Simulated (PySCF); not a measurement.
## A survey of 31P NMR shifts

Theory: PBE0/pcSseg-1 with gauge-including orbitals, geometry from GFN2-xTB, in PySCF 2.14.0 with density-fitted response routines (no solvent model, relativity neglected, a single conformation, rapidly exchanging positions averaged).

Shieldings were converted by a linear fit to measured shifts: 31P: δ = 270.09 − 0.828σ (rms 18.1 ppm, 64 shifts vs H3PO4, solution or neat liquid). A few per cent of atoms miss by over 2 rms, more outside the fitted compound classes.

Problem. Give the 31P shifts of `FC(F)(F)/P=P/c1ccco1`.

Solution. 
| compound | environment | δ (ppm) |
| --- | --- | --- |
| [F:1][C:2]([F:3])([F:4])/[P:5]=[P:6]/[c:7]1[cH:8][cH:9][cH:10][o:11]1 | P6: phosphorus bonded to C, P | 419.5 |
| [F:1][C:2]([F:3])([F:4])/[P:5]=[P:6]/[c:7]1[cH:8][cH:9][cH:10][o:11]1 | P5: phosphorus bonded to C, P | 409.8 |

Problem. Order these by 31P shift, lowest first.
A. c1ccc(C2CC2)pc1
B. CC(=O)c1pcccc1Cl
C. c1ccc(P2CC2)cc1
D. C=Cc1cccpc1C
E. CO/C=P\CN(C)C
F. C#CP1C=CC(C)C=C1

Solution. C (-194.3 ppm, phosphorus bonded to 3 C, in a 3-membered ring), F (-76.7 ppm, phosphorus bonded to 3 C, in a 6-membered ring), E (129.9 ppm, phosphorus bonded to 2 C), A (179.3 ppm, phosphorus bonded to 2 C, in a 6-membered ring), D (195.7 ppm, phosphorus bonded to 2 C, in a 6-membered ring), B (250.8 ppm, phosphorus bonded to 2 C, in a 6-membered ring).
